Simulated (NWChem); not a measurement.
System: P$_{2}$H$_{3}$, doublet; SMILES P[PH]

NWChem printed, in part:

```
             Northwest Computational Chemistry Package (NWChem) 7.3.0
             --------------------------------------------------------

 C1  symmetry detected

                             Geometry "geometry" -> ""
                             -------------------------

 Output coordinates in angstroms (scale by  1.889725989 to convert to a.u.)

  No.       Tag          Charge          X              Y              Z
 ---- ---------------- ---------- -------------- -------------- --------------
    1 P                   15.0000    -0.06243436    -1.14664268    -0.01533797
    2 P                   15.0000     0.00325290     1.05480592    -0.08633158
    3 H                    1.0000     1.37855389    -1.22244345    -0.11932447
    4 H                    1.0000     0.77898396     1.31879396     1.10056782
    5 H                    1.0000    -1.26981590     1.28120094     0.54379989

 Effective nuclear repulsion energy (a.u.)      79.7683272785

                                 NWChem DFT Module
                                 -----------------

 Summary of "ao basis" -> "ao basis" (spherical)
 ------------------------------------------------------------------------------
       Tag                 Description            Shells   Functions and Types
 ---------------- ------------------------------  ------  ---------------------
 P                          pcseg-2                 12       34   5s4p2d1f
 H                          pcseg-2                  6       14   3s2p1d

            General Information
            -------------------
          SCF calculation type: DFT
          Wavefunction type:  spin polarized.
          No. of atoms     :     5
          No. of electrons :    33
           Alpha electrons :    17
            Beta electrons :    16
          Charge           :     0
          Spin multiplicity:     2
          Use of symmetry is: off; symmetry adaption is: off
          Maximum number of iterations: 150
          AO basis - number of functions:   110
                     number of shells:    42
          Convergence on energy requested:  1.00D-06
          Convergence on density requested:  1.00D-05
          Convergence on gradient requested:  5.00D-04

              XC Information
              --------------
                         PBE0 Method XC Functional
                     Hartree-Fock (Exact) Exchange  0.250
          PerdewBurkeErnzerhof Exchange Functional  0.750
            Perdew 1991 LDA Correlation Functional  1.000 local
           PerdewBurkeErnz. Correlation Functional  1.000 non-local

             Grid Information
             ----------------
          Grid used for XC integration:  medium
          Radial quadrature: Mura-Knowles
          Angular quadrature: Lebedev.
          Tag              B.-S. Rad. Rad. Pts. Rad. Cut. Ang. Pts.
          ---              ---------- --------- --------- ---------
          P                   1.00       88          10.0       590
          H                   0.35       45          11.0       434
          Grid pruning is: on
          Number of quadrature shells:   311
          Spatial weights used:  Erf1

      Superposition of Atomic Density Guess
      -------------------------------------

 Sum of atomic energies:        -682.80137566

      Non-variational initial energy
      ------------------------------

 Total energy =    -683.149152
 1-e energy   =   -1103.292895
 2-e energy   =     340.375416
 HOMO         =      -0.168035
 LUMO         =       0.042673

     ---------------------------------------------
      Total Density - Mulliken Population Analysis
     ---------------------------------------------

    Atom       Charge   Shell Charges
 -----------   ------   -------------------------------------------------------
    1 P   15    15.11   2.01  0.44  1.54  1.00  0.85  5.92  0.60  1.84  0.86  0.00  0.05  0.00
    2 P   15    14.97   2.01  0.44  1.54  0.94  0.74  5.92  0.62  1.95  0.73  0.00  0.08  0.00
    3 H    1     1.00   0.34  0.53  0.09  0.00  0.03  0.00
    4 H    1     0.95   0.34  0.48  0.10  0.00  0.03  0.00
    5 H    1     0.97   0.34  0.50  0.10  0.00  0.03  0.00

     --------------------------------------------
      Spin Density - Mulliken Population Analysis
     --------------------------------------------

    Atom       Charge   Shell Charges
 -----------   ------   -------------------------------------------------------
    1 P   15     0.79   0.00  0.00 -0.00  0.00  0.00  0.00  0.11  0.40  0.28  0.00  0.00 -0.00
    2 P   15     0.15   0.00  0.00 -0.00  0.02  0.02  0.00  0.02  0.06  0.03  0.00  0.01  0.00
    3 H    1     0.01   0.00  0.00  0.00  0.00  0.01  0.00
    4 H    1     0.04   0.02  0.03  0.00  0.00  0.00  0.00
    5 H    1     0.01   0.00  0.01  0.00  0.00  0.00  0.00

   convergence    iter        energy       DeltaE   RMS-Dens  Diis-err
 ---------------- ----- ----------------- --------- --------- ---------
 d= 0,ls=0.0,diis     1   -684.2125480422 -7.64D+02  2.07D-03  1.15D-01
                                                     1.70D-03  1.15D-01
 d= 0,ls=0.0,diis     2   -684.2322240903 -1.97D-02  1.34D-03  8.67D-03
                                                     1.25D-03  7.52D-03
 d= 0,ls=0.0,diis     3   -684.2345444185 -2.32D-03  5.97D-04  5.46D-03
                                                     6.08D-04  5.43D-03
 d= 0,ls=0.0,diis     4   -684.2381338416 -3.59D-03  1.41D-04  2.17D-04
                                                     1.10D-04  1.41D-04
 d= 0,ls=0.0,diis     5   -684.2382592502 -1.25D-04  3.77D-05  1.24D-05
                                                     8.11D-05  2.27D-05
  Resetting Diis
 d= 0,ls=0.0,diis     6   -684.2382852234 -2.60D-05  2.62D-05  4.34D-06
                                                     2.82D-05  2.66D-06
 d= 0,ls=0.0,diis     7   -684.2382900221 -4.80D-06  7.60D-06  3.47D-07
                                                     1.18D-05  3.28D-07
 d= 0,ls=0.0,diis     8   -684.2382906006 -5.79D-07  4.26D-06  2.20D-07
                                                     3.99D-06  1.77D-07

         Total DFT energy =     -684.238290600621
      One electron energy =    -1104.780929901852
           Coulomb energy =      388.070665918967
    Exchange-Corr. energy =      -47.296353896257
 Nuclear repulsion energy =       79.768327278522

 Numeric. integr. density =       33.000008176686

                    DFT Final Alpha Molecular Orbital Analysis
                    ------------------------------------------

 Vector   15  Occ=1.000000D+00  E=-3.458808D-01
              MO Center=  1.0D-01, -2.5D-01,  5.4D-02, r^2= 3.1D+00
   Bfn.  Coefficient  Atom+Function         Bfn.  Coefficient  Atom+Function
  ----- ------------  ---------------      ----- ------------  ---------------
     5      0.279458  1 P  s                 48      0.268950  2 P  pz
    12     -0.233874  1 P  px                 4      0.216386  1 P  s
    39     -0.199822  2 P  s                 14      0.194423  1 P  pz
    38     -0.193373  2 P  s                 70     -0.189248  3 H  s
     3     -0.155342  1 P  s                 84      0.139211  4 H  s

 Vector   16  Occ=1.000000D+00  E=-2.927113D-01
              MO Center= -5.8D-02, -3.1D-01, -1.9D-01, r^2= 3.2D+00
   Bfn.  Coefficient  Atom+Function         Bfn.  Coefficient  Atom+Function
  ----- ------------  ---------------      ----- ------------  ---------------
    13     -0.278750  1 P  py                47      0.279179  2 P  py
     5      0.260705  1 P  s                 14     -0.235125  1 P  pz
    48     -0.173113  2 P  pz                12     -0.156188  1 P  px
     4      0.146267  1 P  s                  7      0.131815  1 P  py
    41     -0.125374  2 P  py                10     -0.123283  1 P  py

 Vector   17  Occ=1.000000D+00  E=-2.398238D-01
              MO Center=  1.6D-02, -3.7D-01, -4.1D-02, r^2= 3.4D+00
   Bfn.  Coefficient  Atom+Function         Bfn.  Coefficient  Atom+Function
  ----- ------------  ---------------      ----- ------------  ---------------
    14      0.492398  1 P  pz                17      0.321451  1 P  pz
    39      0.251496  2 P  s                 48     -0.209055  2 P  pz
     8     -0.206481  1 P  pz                11      0.193820  1 P  pz
    38      0.164700  2 P  s                 51     -0.161008  2 P  pz
    84     -0.136427  4 H  s                 47      0.121506  2 P  py

 Vector   18  Occ=0.000000D+00  E=-9.768789D-03
              MO Center=  1.8D-02, -4.0D-02,  3.3D-02, r^2= 5.6D+00
   Bfn.  Coefficient  Atom+Function         Bfn.  Coefficient  Atom+Function
  ----- ------------  ---------------      ----- ------------  ---------------
    39     -0.878784  2 P  s                 16      0.816238  1 P  py
    50      0.770425  2 P  py                 5      0.525299  1 P  s
    13      0.372866  1 P  py                47      0.329530  2 P  py
    85      0.259953  4 H  s                 71      0.241344  3 H  s
    15     -0.221103  1 P  px                38     -0.157043  2 P  s

 Vector   19  Occ=0.000000D+00  E=-7.182245D-04
              MO Center=  2.9D-01,  3.1D-02,  1.5D-01, r^2= 6.2D+00
   Bfn.  Coefficient  Atom+Function         Bfn.  Coefficient  Atom+Function
  ----- ------------  ---------------      ----- ------------  ---------------
    71     -0.888468  3 H  s                  5      0.883223  1 P  s
    85     -0.682161  4 H  s                 39      0.669322  2 P  s
    15      0.576260  1 P  px                51      0.531303  2 P  pz
    99     -0.513118  5 H  s                 50      0.474935  2 P  py
    12      0.179088  1 P  px                 4      0.171749  1 P  s

 Vector   20  Occ=0.000000D+00  E= 1.344491D-02
              MO Center= -1.3D-01,  9.8D-01,  1.5D-01, r^2= 4.3D+00
   Bfn.  Coefficient  Atom+Function         Bfn.  Coefficient  Atom+Function
  ----- ------------  ---------------      ----- ------------  ---------------
    49      1.216236  2 P  px                99      1.140810  5 H  s
    85     -1.014087  4 H  s                 46      0.345366  2 P  px
    84     -0.316378  4 H  s                 98      0.316404  5 H  s
    51      0.294983  2 P  pz                15     -0.260895  1 P  px
    39     -0.167864  2 P  s                 43      0.142518  2 P  px

                     DFT Final Beta Molecular Orbital Analysis
                     -----------------------------------------

 Vector   14  Occ=1.000000D+00  E=-3.639968D-01
              MO Center=  1.9D-02,  9.8D-03,  2.7D-02, r^2= 3.0D+00
   Bfn.  Coefficient  Atom+Function         Bfn.  Coefficient  Atom+Function
  ----- ------------  ---------------      ----- ------------  ---------------
    47     -0.245085  2 P  py                13      0.224134  1 P  py
    70     -0.210833  3 H  s                 98     -0.205756  5 H  s
    12     -0.177716  1 P  px                97     -0.160707  5 H  s
    69     -0.159073  3 H  s                 46      0.146568  2 P  px
    48     -0.129232  2 P  pz                39      0.119970  2 P  s

 Vector   15  Occ=1.000000D+00  E=-3.280739D-01
              MO Center=  4.1D-02, -1.8D-01, -7.6D-03, r^2= 3.2D+00
   Bfn.  Coefficient  Atom+Function         Bfn.  Coefficient  Atom+Function
  ----- ------------  ---------------      ----- ------------  ---------------
     5      0.288467  1 P  s                 48      0.288970  2 P  pz
     4      0.256126  1 P  s                 12     -0.238718  1 P  px
    38     -0.210484  2 P  s                 39     -0.203870  2 P  s
     3     -0.179795  1 P  s                 70     -0.166807  3 H  s
    84      0.144315  4 H  s                 37      0.141998  2 P  s

 Vector   16  Occ=1.000000D+00  E=-2.745634D-01
              MO Center= -5.9D-02,  8.6D-02, -1.9D-01, r^2= 3.5D+00
   Bfn.  Coefficient  Atom+Function         Bfn.  Coefficient  Atom+Function
  ----- ------------  ---------------      ----- ------------  ---------------
    47     -0.283527  2 P  py                13      0.273350  1 P  py
    48      0.246488  2 P  pz                 5     -0.234539  1 P  s
    39     -0.176860  2 P  s                 51      0.174566  2 P  pz
    38     -0.161950  2 P  s                  4     -0.147698  1 P  s
    12      0.139404  1 P  px                50     -0.133095  2 P  py

 Vector   17  Occ=0.000000D+00  E=-1.118162D-01
              MO Center= -6.1D-03, -8.3D-01, -1.1D-02, r^2= 3.0D+00
   Bfn.  Coefficient  Atom+Function         Bfn.  Coefficient  Atom+Function
  ----- ------------  ---------------      ----- ------------  ---------------
    17      0.464591  1 P  pz                14      0.459677  1 P  pz
    39      0.227968  2 P  s                  8     -0.216534  1 P  pz
    11      0.206954  1 P  pz                84     -0.158845  4 H  s
    51     -0.095670  2 P  pz                50      0.093829  2 P  py
    38      0.090859  2 P  s                 85     -0.091062  4 H  s

 Vector   18  Occ=0.000000D+00  E=-2.574991D-03
              MO Center=  4.3D-02, -6.4D-02,  8.9D-02, r^2= 5.8D+00
   Bfn.  Coefficient  Atom+Function         Bfn.  Coefficient  Atom+Function
  ----- ------------  ---------------      ----- ------------  ---------------
    39      1.006396  2 P  s                 16     -0.771785  1 P  py
    50     -0.651869  2 P  py                71     -0.447409  3 H  s
    85     -0.428359  4 H  s                 15      0.360361  1 P  px
    13     -0.338842  1 P  py                 5     -0.295491  1 P  s
    47     -0.267620  2 P  py                51      0.193803  2 P  pz

 Vector   19  Occ=0.000000D+00  E= 4.553403D-03
              MO Center=  2.1D-01,  1.9D-01,  1.5D-01, r^2= 6.1D+00
   Bfn.  Coefficient  Atom+Function         Bfn.  Coefficient  Atom+Function
  ----- ------------  ---------------      ----- ------------  ---------------
     5      0.950685  1 P  s                 71     -0.751117  3 H  s
    50      0.664720  2 P  py                99     -0.639025  5 H  s
    85     -0.583413  4 H  s                 51      0.513454  2 P  pz
    39      0.507816  2 P  s                 15      0.468375  1 P  px
    16      0.283619  1 P  py                49     -0.224053  2 P  px

     ---------------------------------------------
      Total Density - Mulliken Population Analysis
     ---------------------------------------------

    Atom       Charge   Shell Charges
 -----------   ------   -------------------------------------------------------
    1 P   15    14.99   2.01  0.43  1.55  1.02  0.85  5.90  0.67  1.86  0.63  0.00  0.07  0.00
    2 P   15    14.98   2.01  0.42  1.55  0.97  0.74  5.91  0.70  1.99  0.58  0.01  0.11  0.01
    3 H    1     1.03   0.38  0.54  0.07  0.00  0.03  0.00
    4 H    1     0.99   0.38  0.51  0.07  0.00  0.03  0.00
    5 H    1     1.00   0.38  0.51  0.07  0.00  0.03  0.00

     --------------------------------------------
      Spin Density - Mulliken Population Analysis
     --------------------------------------------

[...]

                         DFT ENERGY GRADIENTS

    atom               coordinates                        gradient
                 x          y          z           x          y          z
   1 P      -0.117984  -2.166840  -0.028985   -0.009006  -0.006432   0.000604
   2 P       0.006147   1.993294  -0.163143    0.003306   0.003353  -0.010584
   3 H       2.605089  -2.310083  -0.225491    0.008360  -0.000099  -0.000570
   4 H       1.472066   2.492159   2.079772    0.004599   0.002016   0.006928
   5 H      -2.399604   2.421119   1.027633   -0.007259   0.001162   0.003622
```

Level: PBE0/pcseg-2, spin-unrestricted. All runs use the structure optimised with PBE-D3(BJ)/def2-SVP, spin-unrestricted. No stability test was run on the SCF state.

Q: Which NWChem input produces such a log?

A: This is not unique; one that fits is the input that was run:
```
start job
memory heap 200 mb stack 900 mb global 1100 mb
geometry units angstroms noautoz
  P     -0.072652    -1.155214    -0.144790
  P     -0.014256     1.047162    -0.101654
  H      1.367007    -1.225262    -0.020366
  H      0.559747     1.255103     1.205044
  H     -1.373426     1.242830     0.326593
end
basis spherical
  P library pcseg-2
  H library pcseg-2
end
dft
  odft
  mult 2
  xc pbe0
  iterations 150
  mulliken
end
task dft gradient
```
